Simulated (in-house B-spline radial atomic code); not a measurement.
Radial electron density of K⁸⁺, [He] 2s1 2p6 3s2. Level of theory: Dirac-Hartree-Fock, average of configuration, Fermi nucleus of rms radius 3.4349 fm; calculated with a B-spline radial code for spherical atoms.

Columns: r (bohr), 4πr²n(r) (electrons per bohr), bar.

```
 0.00298   0.4662 #
 0.00354   0.6419 #
 0.00421   0.8822 ##
 0.00501    1.208 ##
 0.00595    1.639 ###
 0.00708    2.215 ####
 0.00842    2.968 ######
    0.01    3.931 ########
  0.0119    5.163 ##########
  0.0142    6.717 ##############
  0.0168    8.497 #################
    0.02    10.64 #####################
  0.0238    13.02 ##########################
  0.0283    15.51 ###############################
  0.0337    17.93 ####################################
  0.0401    19.98 ########################################
  0.0476    21.36 ###########################################
  0.0566    21.82 ############################################
  0.0674    21.23 ###########################################
  0.0801    19.75 ########################################
  0.0953    17.82 ####################################
   0.113    16.18 #################################
   0.135    15.49 ###############################
    0.16    16.16 #################################
   0.191    17.94 ####################################
   0.227    19.76 ########################################
   0.269    20.39 #########################################
    0.32    18.91 ######################################
   0.381    15.27 ###############################
   0.453     10.6 #####################
   0.539    6.441 #############
   0.641    3.928 ########
   0.762    3.026 ######
   0.906     2.81 ######
    1.08    2.379 #####
    1.28    1.584 ###
    1.52   0.7671 ##
    1.81   0.2533 #
    2.16  0.05315 
    2.56 0.007302 
    3.05 0.000527 
    3.62 2.057e-05
```

On this grid the curve has 2 maxima, near 0.0566, 0.269 bohr.

The 3s1/2 radial function P(r) = rR(r), positive near the nucleus, with its small component Q(r) (sign convention: Q ≈ (P' + κP/r)/2c):

```
r (bohr)        P           Q
 0.00105   0.0218   -0.001523
 0.00149  0.03057   -0.002142
 0.00211  0.04263   -0.002996
 0.00298  0.05901   -0.004164
 0.00421  0.08114   -0.005757
 0.00595   0.1105   -0.007902
 0.00842   0.1484    -0.01074
  0.0119    0.195    -0.01436
  0.0168   0.2481    -0.01877
  0.0238    0.302    -0.02383
  0.0337   0.3415    -0.02891
  0.0476    0.341    -0.03281
  0.0674   0.2652    -0.03375
  0.0953  0.08232    -0.02964
   0.135  -0.2058    -0.01921
   0.191   -0.507   -0.004038
   0.269  -0.6255     0.01035
   0.381   -0.352     0.01721
   0.539   0.3148     0.01273
   0.762    0.973    0.001569
    1.08    1.075   -0.006088
    1.52   0.6188   -0.005358
    2.16    0.163   -0.001681
    3.05  0.01623  -0.0001835
```
